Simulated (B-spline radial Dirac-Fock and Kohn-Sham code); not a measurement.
**How the levels of rhenium move as electrons are removed**

Method: Dirac-Fock energy differences between relaxed states, corrected for Breit and QED terms. Computed with an atomic code on a B-spline grid. Each ion is free and in its tabulated ground configuration. Correlation energy is missing from these numbers.

Reference: Re¹⁶⁺, [Kr] 4d10 4f11 5s2, with L2 (2p1/2) 12351.1 eV, L3 (2p3/2) 10927.5 eV, M1 (3s) 3328.9 eV, N1 (4s) 1005.5 eV, N6,7 (4f) 406.4 eV, Kα1 (K-L3) 61139.1 eV, Kβ1 (K-M3) 69305.9 eV, Lα1 (L3-M5) 8654.6 eV. Shifts from it, in eV (a dash: the subshell is empty, belongs to an open shell averaged over j, or its hole state is left out as unreliable):

| ion | configuration | L2 (2p1/2) | L3 (2p3/2) | M1 (3s) | N1 (4s) | N6,7 (4f) | Kα1 | Kβ1 | Lα1 |
| --- | --- | --- | --- | --- | --- | --- | --- | --- | --- |
| Re¹⁷⁺ | [Kr] 4d10 4f12 | +20.1 | +19.7 | +15.6 | +16.9 | +18.9 | +3.41 | +6.74 | +2.83 |
| Re¹⁸⁺ | [Kr] 4d10 4f11 | +65.4 | +65.2 | +62.1 | +58.9 | +59.3 | +2.49 | +4.99 | +2.07 |
| Re¹⁹⁺ | [Kr] 4d10 4f10 | +112.5 | +112.4 | +110.2 | +102.0 | +101.1 | +1.51 | +3.20 | +1.32 |
| Re²⁰⁺ | [Kr] 4d10 4f9 | +161.1 | +161.2 | +160.0 | +146.2 | +144.1 | +0.46 | +1.38 | +0.61 |
| Re²¹⁺ | [Kr] 4d10 4f8 | +211.4 | +211.7 | +211.4 | +191.4 | +188.2 | -0.65 | -0.45 | -0.07 |
| Re²²⁺ | [Kr] 4d10 4f7 | ? | ? | ? | ? | ? | ? | ? | ? |
| Re²³⁺ | [Kr] 4d10 4f6 | +316.8 | +317.4 | +318.7 | +285.0 | +280.2 | -3.08 | -4.11 | -1.29 |
| Re²⁴⁺ | [Kr] 4d10 4f5 | +371.8 | +372.6 | +374.7 | +333.2 | +327.9 | -4.39 | -5.92 | -1.81 |
| Re²⁵⁺ | [Kr] 4d10 4f4 | +428.4 | +429.4 | +432.2 | +382.3 | +376.7 | -5.76 | -7.69 | -2.26 |

Task: Give the missing shifts for Re²²⁺.

Result: L2 (2p1/2) +263.3, L3 (2p3/2) +263.7, M1 (3s) +264.3, N1 (4s) +237.7, N6,7 (4f) +233.6, Kα1 -1.83, Kβ1 -2.29, Lα1 -0.71 (eV).

Over this range L2 (2p1/2) moves by +428.4 eV and Kα1 by -5.8 eV: a line is a difference of two levels that shift in the same direction.
